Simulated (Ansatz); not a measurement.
2,3,3-trifluoroprop-1-ene (C3H3F3), SMILES FC(C(F)=C)F.

The structure is a stationary point at PBE0-D3(BJ)/def2-SVP. One conformer was computed; it need not be the lowest.

Two levels are set side by side: PBE/def2-SVPD (Ansatz, an electronic-structure program) and CAM-B3LYP/def2-SVPD (Ansatz). Energy differences of separate SCF runs at the same geometry; the states with an electron removed or added have multiplicity 2 and 2. Differences are taken from unrounded values.

```tsv
quantity	CAM-B3LYP	PBE	PBE minus CAM-B3LYP
vertical ionisation energy (eV)	10.83	10.61	-0.22
vertical singlet–triplet gap (eV)	4.33	4.40	0.06
```
